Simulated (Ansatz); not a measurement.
Born–Oppenheimer molecular dynamics of CH5ClO2Si (10 atoms, charge 0, multiplicity 1). It starts from a relaxed structure.

Theory: RKS BLYP-D4/STO-3G in Ansatz.

```json
{
 "ensemble": "NVT, Langevin thermostat",
 "time step": "1 fs",
 "steps asked": "500",
 "set temperature": "300 K",
 "friction": "0.005 /fs",
 "seed": "506713"
}
```

Frames 5 fs apart, positions in Å, forces in eV/Å.

Velocities at 370 fs (Å/ps):

```
Si 1.15 4.60 -0.23
C -1.12 -1.66 2.02
H 26.75 -14.53 9.77
H -10.21 -18.07 14.38
H 6.14 -19.44 -0.95
Cl -1.20 4.68 -0.62
O 1.93 2.10 -3.94
H 17.45 5.06 0.75
O -2.49 3.77 6.28
H -11.96 12.62 23.18
```

```xyz
10
Properties=species:S:1:pos:R:3:forces:R:3 time_fs=370 energy_less_start_eV=0.178 T=248
Si -0.888 0.495 0.429 0.08 -0.67 -2.49
C -0.262 0.269 2.112 -0.64 -0.28 1.98
H -0.775 -0.580 2.642 0.28 0.47 -0.41
H 0.808 0.075 2.145 0.63 -0.10 -0.09
H -0.461 1.179 2.697 0.09 0.15 0.28
Cl 0.776 0.747 -0.992 -0.29 0.29 0.26
O -1.922 1.857 0.345 -0.10 0.22 0.00
H -2.109 2.109 -0.653 0.27 -0.47 0.33
O -1.463 -1.067 -0.040 -0.37 0.45 -0.30
H -1.674 -0.975 -1.065 0.05 -0.06 0.43
10
Properties=species:S:1:pos:R:3:forces:R:3 time_fs=375 energy_less_start_eV=0.180 T=242
Si -0.885 0.516 0.418 0.61 -1.09 -0.75
C -0.268 0.254 2.139 1.54 0.62 1.06
H -0.664 -0.614 2.653 -1.15 -0.53 0.16
H 0.827 0.003 2.184 -0.41 0.75 -0.44
H -0.446 1.157 2.768 0.15 -0.36 -0.07
Cl 0.768 0.770 -0.995 -0.20 0.27 0.17
O -1.913 1.867 0.332 -0.14 0.24 0.30
H -2.023 2.107 -0.667 0.03 -0.09 -0.18
O -1.478 -1.043 -0.007 -0.31 0.42 -0.12
H -1.750 -0.925 -1.002 -0.12 -0.24 -0.12
10
Properties=species:S:1:pos:R:3:forces:R:3 time_fs=380 energy_less_start_eV=0.098 T=254
Si -0.879 0.525 0.403 0.74 -0.80 0.99
C -0.253 0.241 2.185 -0.61 -0.71 -0.39
H -0.731 -0.688 2.628 0.36 0.92 -0.43
H 0.828 0.065 2.132 0.38 -0.08 0.13
H -0.427 1.097 2.848 -0.15 0.22 0.17
Cl 0.758 0.789 -0.996 -0.01 0.25 0.01
O -1.912 1.877 0.326 -0.10 0.28 -0.62
H -1.958 2.076 -0.703 -0.16 0.09 0.40
O -1.500 -1.016 0.021 -0.47 -0.03 -0.36
H -1.846 -0.937 -0.958 0.01 -0.12 0.08
10
Properties=species:S:1:pos:R:3:forces:R:3 time_fs=385 energy_less_start_eV=0.235 T=183
Si -0.864 0.529 0.396 0.16 -0.04 1.64
C -0.243 0.226 2.219 0.24 1.97 -1.69
H -0.779 -0.655 2.549 0.23 -1.03 0.49
H 0.867 0.140 2.098 -0.54 -0.58 0.69
H -0.458 1.058 2.937 0.05 -0.28 -0.58
Cl 0.750 0.805 -0.999 0.21 0.22 -0.14
O -1.912 1.893 0.316 0.24 -0.19 -0.36
H -1.917 2.083 -0.709 -0.24 0.25 0.04
O -1.523 -0.992 0.048 -0.53 -0.49 -0.27
H -1.962 -0.975 -0.897 0.19 0.18 0.17
10
Properties=species:S:1:pos:R:3:forces:R:3 time_fs=390 energy_less_start_eV=0.163 T=249
Si -0.846 0.531 0.401 -0.31 0.47 1.24
C -0.238 0.231 2.227 -0.67 -0.90 -1.61
H -0.734 -0.742 2.527 0.59 0.86 0.07
H 0.854 0.110 2.208 0.24 -0.21 0.16
H -0.480 1.029 2.930 -0.34 0.40 0.26
Cl 0.746 0.826 -1.004 0.31 0.15 -0.20
O -1.909 1.904 0.300 0.37 -0.49 0.44
H -1.929 2.153 -0.701 0.02 0.02 -0.34
O -1.548 -0.971 0.073 -0.15 -0.60 0.41
H -2.058 -0.960 -0.817 -0.05 0.30 -0.42
10
Properties=species:S:1:pos:R:3:forces:R:3 time_fs=395 energy_less_start_eV=0.221 T=194
Si -0.830 0.535 0.417 -0.44 0.40 0.17
C -0.238 0.229 2.208 1.22 1.12 0.33
H -0.611 -0.728 2.549 -1.06 -0.72 0.31
H 0.869 0.068 2.347 -0.50 0.69 -0.62
H -0.543 1.045 2.929 0.09 -0.70 -0.63
Cl 0.748 0.846 -1.012 0.23 0.06 -0.10
O -1.902 1.904 0.285 0.20 -0.14 0.09
H -1.923 2.234 -0.713 0.33 -0.55 0.47
O -1.572 -0.963 0.100 -0.62 -0.38 -0.54
H -2.144 -0.903 -0.782 0.54 0.23 0.52
10
Properties=species:S:1:pos:R:3:forces:R:3 time_fs=400 energy_less_start_eV=0.158 T=268
Si -0.812 0.534 0.437 -0.60 0.14 -0.41
C -0.231 0.225 2.192 -0.77 -1.06 0.67
H -0.662 -0.745 2.588 0.28 0.68 -0.66
H 0.842 0.160 2.352 0.77 0.12 -0.24
H -0.615 0.986 2.866 -0.19 0.74 0.40
Cl 0.756 0.868 -1.024 0.02 -0.03 0.11
O -1.894 1.900 0.272 0.35 -0.59 0.79
H -1.815 2.226 -0.704 0.23 -0.12 -0.31
O -1.595 -0.959 0.123 0.42 0.13 0.51
H -2.150 -0.789 -0.714 -0.51 0.00 -0.85
10
Properties=species:S:1:pos:R:3:forces:R:3 time_fs=405 energy_less_start_eV=0.261 T=214
Si -0.801 0.533 0.457 -0.61 -0.08 -0.86
C -0.235 0.219 2.189 0.21 2.50 0.75
H -0.703 -0.693 2.518 0.23 -1.36 0.35
H 0.879 0.278 2.280 -0.66 -0.44 0.31
H -0.706 1.011 2.848 0.72 -0.43 -0.45
Cl 0.767 0.890 -1.036 -0.24 -0.12 0.38
O -1.887 1.888 0.263 0.71 -0.33 -0.49
H -1.666 2.159 -0.732 -0.29 0.06 0.53
O -1.621 -0.954 0.143 -0.44 0.79 -1.15
H -2.187 -0.691 -0.719 0.36 -0.58 0.63
10
Properties=species:S:1:pos:R:3:forces:R:3 time_fs=410 energy_less_start_eV=0.278 T=204
Si -0.794 0.532 0.473 -0.60 -0.59 -1.34
C -0.243 0.245 2.198 -0.50 -1.02 0.11
H -0.622 -0.788 2.481 0.69 1.08 0.08
H 0.831 0.354 2.294 0.78 -0.27 0.34
H -0.719 1.010 2.803 -0.34 0.34 0.84
Cl 0.778 0.910 -1.045 -0.44 -0.22 0.58
O -1.870 1.870 0.257 0.49 -0.33 0.14
H -1.588 2.113 -0.707 -0.31 0.57 -0.37
O -1.655 -0.941 0.150 0.69 0.60 0.23
H -2.199 -0.679 -0.682 -0.46 -0.16 -0.61
10
Properties=species:S:1:pos:R:3:forces:R:3 time_fs=415 energy_less_start_eV=0.235 T=257
Si -0.793 0.524 0.476 -0.23 -0.45 -1.68
C -0.246 0.268 2.211 1.23 1.71 1.13
H -0.429 -0.753 2.488 -0.74 -1.12 0.58
H 0.851 0.391 2.381 -0.38 0.30 -0.31
H -0.769 1.007 2.892 0.32 -0.92 -0.43
Cl 0.784 0.926 -1.051 -0.47 -0.33 0.66
O -1.839 1.849 0.255 -0.05 0.54 -0.15
H -1.603 2.164 -0.709 -0.17 0.10 0.18
O -1.685 -0.919 0.157 -0.06 0.18 -0.61
H -2.261 -0.727 -0.711 0.55 -0.01 0.61
10
Properties=species:S:1:pos:R:3:forces:R:3 time_fs=420 energy_less_start_eV=0.228 T=227
Si -0.791 0.517 0.463 0.18 -0.32 -0.76
C -0.230 0.302 2.240 0.58 -1.83 0.42
H -0.344 -0.785 2.550 -0.19 0.93 -0.42
H 0.835 0.499 2.415 0.35 0.37 -0.27
H -0.780 0.897 2.971 -0.52 0.46 0.11
Cl 0.788 0.938 -1.051 -0.38 -0.41 0.60
O -1.812 1.835 0.254 -0.66 0.96 0.27
H -1.661 2.202 -0.698 0.12 -0.05 -0.06
O -1.707 -0.895 0.161 0.94 -0.51 1.07
H -2.261 -0.759 -0.676 -0.41 0.40 -0.97
10
Properties=species:S:1:pos:R:3:forces:R:3 time_fs=425 energy_less_start_eV=0.266 T=154
Si -0.788 0.510 0.439 0.58 0.17 0.63
C -0.207 0.316 2.275 -0.23 1.40 -0.55
H -0.312 -0.727 2.538 0.45 -1.11 0.19
H 0.847 0.683 2.378 -0.54 -0.44 0.17
H -0.860 0.851 3.025 0.43 0.05 -0.90
Cl 0.789 0.948 -1.046 -0.24 -0.43 0.44
O -1.802 1.833 0.256 -0.77 1.05 0.23
H -1.688 2.208 -0.697 0.14 -0.07 -0.07
O -1.718 -0.884 0.171 -0.41 -0.57 -0.92
H -2.264 -0.717 -0.724 0.60 -0.06 0.79
```

Of the whole run (500 fs, mean temperature of the second half 255 K): The mean temperature of the second half is 15 % below the set value. A run of 0.5 ps of so small a system gives no equilibrium averages. Limits of this set-up: minimal basis.

Time of the run: 6.8 min on 1 thread of AMD EPYC 9R45 96-Core Processor (Zen 5) (shared host), peak memory 0.11 GiB.
